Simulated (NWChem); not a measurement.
System meant: SiHF cation, doublet; SMILES of the neutral closed-shell parent F[SiH]

Input file for NWChem:

```
start job
memory heap 200 mb stack 900 mb global 1100 mb
charge 1
geometry units angstroms noautoz
  Si     0.138923     0.559288     0.000000
  H     -1.183743     1.315664     0.000000
  F     -0.030179    -1.002966     0.000000
end
basis spherical
  * library def2-svp
end
dft
  odft
  mult 3
  xc xpbe96 cpbe96
  iterations 150
  mulliken
end
task dft energy
```

End of the output:

```
 Summary of "ao basis" -> "" (spherical)
 ------------------------------------------------------------------------------
       Tag                 Description            Shells   Functions and Types
 ---------------- ------------------------------  ------  ---------------------
 *                          def2-svp                  on all atoms

  pbe96 is a nonlocal functional; adding pw91lda local functional.

                                 NWChem DFT Module
                                 -----------------

 Summary of "ao basis" -> "ao basis" (spherical)
 ------------------------------------------------------------------------------
       Tag                 Description            Shells   Functions and Types
 ---------------- ------------------------------  ------  ---------------------
 Si                         def2-svp                 8       18   4s3p1d
 H                          def2-svp                 3        5   2s1p
 F                          def2-svp                 6       14   3s2p1d

 Summary of "ao basis" -> "ao basis" (spherical)
 ------------------------------------------------------------------------------
       Tag                 Description            Shells   Functions and Types
 ---------------- ------------------------------  ------  ---------------------
 Si                         def2-svp                 8       18   4s3p1d
 H                          def2-svp                 3        5   2s1p
 F                          def2-svp                 6       14   3s2p1d

      Symmetry analysis of basis
      --------------------------

        a'         27
        a"         10

  number of electrons :                   23
  multiplicity        :                    3
 ------------------------------------------------------------------------
  no. of electrons and multiplicity not compatible                  23
 ------------------------------------------------------------------------
 ------------------------------------------------------------------------
  current input line :
    19: task dft energy
 ------------------------------------------------------------------------
 ------------------------------------------------------------------------
 There is an error in the input file
 ------------------------------------------------------------------------
 For more information see the NWChem manual at https://nwchemgit.github.io

0: no. of electrons and multiplicity not compatible:Received an Error in Communication
```

Problem. Can this run be used? If not, why, and what is the fix?

Solution. The program refused the input. Cause: the multiplicity doesn't fit the number of electrons (an even count wants an odd multiplicity, and the reverse). This input runs:
```
start job
memory heap 200 mb stack 900 mb global 1100 mb
charge 1
geometry units angstroms noautoz
  Si     0.138923     0.559288     0.000000
  H     -1.183743     1.315664     0.000000
  F     -0.030179    -1.002966     0.000000
end
basis spherical
  * library def2-svp
end
dft
  odft
  mult 2
  xc xpbe96 cpbe96
  iterations 150
  mulliken
end
task dft energy
```
It converges to -389.16446 Ha (PBE/def2-SVP, spin-unrestricted).
